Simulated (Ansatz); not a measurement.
`N[SiH](F)[O][SbH2]` → `N[Si]F` + `[OH][SbH2]` at 400 K and 1 bar (silylene formation by 1,1-elimination).

Isolated molecules relaxed with PBE0-D4/def2-TZVP in Ansatz; ΔE leaves out vibrations. CCSD(T)/CBS adds triple-zeta CCSD(T) − MP2 to the extrapolated MP2 energy (def2 sets, frozen cores). This one scheme is used for every species. Elements past krypton have def2 core potentials. For Sb outer-core shells are correlated without core-valence functions, which leaves a few kJ/mol of doubt a bond. Each species was taken in one conformer, which may not be the lowest.

```
             species  CCSD(T)/CBS energy (Eh)  H − E (kJ/mol)  S (J/(mol·K))
`N[SiH](F)[O][SbH2]`               -761.92621           185.8          423.5
            `N[Si]F`               -444.84306            94.4          288.8
        `[OH][SbH2]`               -316.98030            89.2          295.3
```

H − E and S are ideal-gas, rigid-rotor, harmonic terms from PBE0-D4/def2-TZVP, for one conformer and one mirror image of each species. 1 Eh = 2625.50 kJ/mol, R = 8.31446 J/(mol·K).

By hand: ΔE, ΔH, ΔS and ΔG.

ΔE = (-444.84306) + (-316.98030) − (-761.92621) = 0.10285 Eh = 270.0 kJ/mol. Δ(H − E) = 94.4 + 89.2 − 185.8 = -2.2, so ΔH = 267.8 kJ/mol. ΔS = 288.8 + 295.3 − 423.5 = 160.6 J/(mol·K). ΔG = 267.8 − 400 × (160.6)/1000 = 203.6 kJ/mol.

By hand: the equilibrium constant, and the temperature at which ΔG would vanish if ΔH and ΔS stayed fixed.

log₁₀ K = −ΔG/(RT ln 10) = -26.6. ΔG = 0 at ΔH/ΔS = 1667 K.

The number of gas molecules changes by +1, which sets the sign of ΔS. A doubt of 5 kJ/mol in ΔE shifts log₁₀ K by 0.7 here. Other conformers and mirror images would add mixing entropy, several J/(mol·K) or more a flexible species. Modes under 60 cm⁻¹, often nearly free rotors, make the harmonic entropy too high. These are equilibria of isolated gas molecules and say nothing of rates. Largest T1 diagnostic: 0.014 (customary marks: 0.02 for closed shells, 0.045 for open ones).
